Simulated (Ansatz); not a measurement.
One change: `[CH3][W](=[O])(=[S])[Cl]` becomes `[CH3][W](=[O])([F])=[S]`.

Ansatz, PBE0-D4/def2-TZVP geometries, multiplicity 1. 

Elements past krypton have def2 core potentials.

```
                                      property  `[CH3][W](=[O])(=[S])[Cl]`
         HOMO energy (ωB97M-V/def2-TZVPP) / eV                      -10.00
         LUMO energy (ωB97M-V/def2-TZVPP) / eV                       -1.12
         HOMO–LUMO gap (B3LYP/def2-TZVPP) / eV                        4.31
size of the dipole moment (PBE/def2-TZVPP) / D                        2.46
             HOMO energy (PBE/def2-TZVPP) / eV                       -6.68
          HOMO–LUMO gap (PBE0/def2-TZVPP) / eV                        4.74
```

(1) What does the change do to each property? (Best estimate.)

## Answers

(1) The calculation gave: 
| property | `[CH3][W](=[O])([F])=[S]` | shift |
| --- | --- | --- |
| HOMO energy (ωB97M-V/def2-TZVPP) / eV | -10.02 | -0.02 |
| LUMO energy (ωB97M-V/def2-TZVPP) / eV | -0.81 | 0.31 |
| HOMO–LUMO gap (B3LYP/def2-TZVPP) / eV | 4.56 | 0.25 |
| size of the dipole moment (PBE/def2-TZVPP) / D | 2.53 | 0.07 |
| HOMO energy (PBE/def2-TZVPP) / eV | -6.67 | 0.01 |
| HOMO–LUMO gap (PBE0/def2-TZVPP) / eV | 5.01 | 0.27 |

Dipoles are sizes alone; their direction can turn.

B3LYP here is the variant with VWN-RPA as its local correlation; programs differ in this.
